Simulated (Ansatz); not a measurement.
Ideal-gas functions of `[NH2][Nb](=[S])([Cl])[Cl]` at 298.15 K and 1 bar, from an Ansatz frequency run at PBE0-D4/def2-TZVP.

Molar mass 211.9 g/mol, point group Cs (symmetry number 1), electronic degeneracy 1, moments of inertia 322.308, 356.328, 469.283 u Å². Harmonic wavenumbers (cm⁻¹, unscaled): 110, 135, 135, 159, 195, 368, 401, 441, 534, 559, 625, 724, 1531, 3547, 3663.

Use S(trans) = R[1.5 ln M + 2.5 ln T − 1.1517]; rotational temperatures θ = 24.2544 K / I; S(rot) = R[ln(√π/σ · √(T³/θAθBθC)) + 1.5]; for each mode x = 1.438777 ν̃/T, S = R[x/(eˣ − 1) − ln(1 − e⁻ˣ)] and H = RT x/(eˣ − 1); 1 cm⁻¹ = 0.0119627 kJ/mol; R = 8.31446 J/(mol·K).

By hand: the entropy, in J/(mol·K).

Translation 175.7. Rotation: θ = 0.0753, 0.0681, 0.0517 K, giving 122.5. Vibration, mode by mode: 13.68, 12.02, 12.02, 10.72, 9.12, 4.55, 4.01, 3.45, 2.42, 2.20, 1.71, 1.17, 0.04, 0.00, 0.00, in all 77.1. Electronic 0.0. Sum 375.3 J/(mol·K).

By hand: H − E and G − E in kJ/mol, counted from the electronic energy.

Zero-point energy ½ × 13127 × 0.0119627 = 78.5; thermal vibration 12.6; translation, rotation and pV give 4 RT = 9.9. H − E = 101.0 kJ/mol, and G − E = 101.0 − 298.15 × 375.3/1000 = -10.9 kJ/mol.

Vibration gives 21 % of the entropy, 37.7 J/(mol·K) of it from the modes under 150 cm⁻¹: soft modes count most, and the harmonic formula is weakest for them. The sum counts one conformer and one mirror image; others add a mixing term.
